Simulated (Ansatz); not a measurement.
Start from `C[Se][Hf]([Cl])([Cl])[Cl]` and change one atom or group to get `[Cl][Hf]([Cl])([Cl])[Cl]`.

Ansatz, PBE0-D4/def2-TZVP geometries, multiplicity 1. Each molecule was computed in one conformer, which needn't be the lowest.

Elements past krypton have def2 core potentials. Scalar relativity is left out up to krypton. Spin–orbit coupling is left out; it splits and shifts lone-pair levels of the heavy atoms by tenths of an eV.

```tsv
property	`C[Se][Hf]([Cl])([Cl])[Cl]`
HOMO energy (PBE/def2-TZVPP) / eV	-6.25
size of the dipole moment (ωB97M-V/def2-TZVPP) / D	1.66
size of the dipole moment (PBE/def2-TZVPP) / D	1.79
HOMO–LUMO gap (ωB97M-V/def2-TZVPP) / eV	9.33
HOMO–LUMO gap (PBE/def2-TZVPP) / eV	3.31
size of the dipole moment (B3LYP/def2-TZVPP) / D	1.77
```

Problem. What does the change do to each property? (Best estimate.)

Solution. Computed: 
```tsv
property	`[Cl][Hf]([Cl])([Cl])[Cl]`	shift
HOMO energy (PBE/def2-TZVPP) / eV	-8.31	-2.06
size of the dipole moment (ωB97M-V/def2-TZVPP) / D	0.00	-1.66
size of the dipole moment (PBE/def2-TZVPP) / D	0.00	-1.79
HOMO–LUMO gap (ωB97M-V/def2-TZVPP) / eV	11.94	2.61
HOMO–LUMO gap (PBE/def2-TZVPP) / eV	5.40	2.09
size of the dipole moment (B3LYP/def2-TZVPP) / D	0.00	-1.77
```

B3LYP here is the variant with VWN-RPA as its local correlation; programs differ in this.
